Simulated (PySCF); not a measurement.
CH6B2S.
Bonds: B1–B2, B2–S3, S3–C4. Hydrogens: H5, H6 on B1; H7 on B2; H8, H9, H10 on C4.

Computed with EOM-IP-CCSD/aug-cc-pVDZ in PySCF, restricted Hartree–Fock reference, frozen core, non-relativistic, gas phase, PBE0-D3(BJ)/def2-SVP geometry.

Hartree–Fock orbital energies give these Koopmans values (eV): HOMO 10.24, HOMO-1 11.00, HOMO-2 12.77, HOMO-3 13.39, HOMO-4 13.68, HOMO-5 16.11, HOMO-6 16.21, HOMO-7 16.96.

Task: What vertical ionisation energies does EOM-IP-CCSD give?

Result: 
```csv
leading hole (HF orbital),Koopmans (eV),EOM-IP-CCSD (eV),change (eV),one-hole share
HOMO,10.24,9.79,-0.45,0.95
HOMO-1,11.00,10.22,-0.78,0.95
HOMO-2,12.77,11.87,-0.90,0.95
HOMO-3,13.39,12.71,-0.68,0.95
HOMO-4,13.68,12.77,-0.91,0.94
HOMO-5,16.11,14.95,-1.16,0.94
HOMO-6,16.21,15.05,-1.16,0.94
HOMO-7,16.96,15.67,-1.29,0.92
```

Task: Does the order of the lines follow the orbital energies?

Result: Yes, no two lines change places. The corrections run from -1.29 to -0.45 eV, with a mean of -0.92 eV over the 8 lines; no line lies above its Koopmans value.

Task: At what kinetic energies would He I light (21.22 eV) eject these electrons?

Result: 11.43 eV (HOMO), 11.00 eV (HOMO-1), 9.35 eV (HOMO-2), 8.51 eV (HOMO-3), 8.45 eV (HOMO-4), 6.27 eV (HOMO-5), 6.17 eV (HOMO-6), 5.55 eV (HOMO-7).

Task: What total energy has the lowest final state, and which wavelength reaches it?

Result: E(CCSD) + ionisation energy = -488.77682 + 0.35974 = -488.41708 Eh, at the geometry of the initial state. The threshold wavelength is 1239.84 eV nm/9.79 eV = 126.6 nm.

Lines less than 0.15 eV apart could change places at a higher level. One root was sought for each valence orbital with −ε under 21 eV, eight at most, so deeper holes and satellites are missing; no vibrational structure.

On one thread of an Arm Neoverse V2, no GPU, shared host, this took 5.6 min.

The values belong to the conformer `[BH2:1][BH:2][S:3][CH3:4]`: B1–B2–S3–C4 0°.
